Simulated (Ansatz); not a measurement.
Molecule: BiCl₂, charge 0, multiplicity 2. It need not be the lowest isomer of its formula. 
Coordinates optimised at B3LYP-D3(BJ)/def2-TZVP (Ansatz, a program for electronic structure):
```xyz
3

Bi    -0.2594    -0.1405     0.3548
Cl    -0.2788     1.9807    -0.8842
Cl     1.5451    -1.2948    -0.8478
```
Charge 0, spin multiplicity 2.

Wanted: atomisation energy (electronic, to ground-state atoms), in kcal/mol. Cores are frozen in the correlated levels unless marked. Open shells are spin-unrestricted. No spin-orbit coupling. Frozen are the shells of the preceding noble gas and the d and f shells that filled before the atom's block. Past Kr the def2 sets carry scalar-relativistic core potentials. The coupled-cluster limit lacks core correlation, which all-electron functionals hold. CBS(X,Y): correlation extrapolated as X^-3; Hartree-Fock from the larger set. The bracket is a focal-point correction in the basis named.

| level | program | atomisation energy (kcal/mol) |
|---|---|---|
| HF/def2-QZVPP | Ansatz | 79.7 |

**Question.** Estimate the value at RI-MP2/CBS(def2-TZVPPD,def2-QZVPPD)+[CCSD(T)-MP2]/def2-TZVPPD as computed with Ansatz.

**Answer.** 141.6 kcal/mol
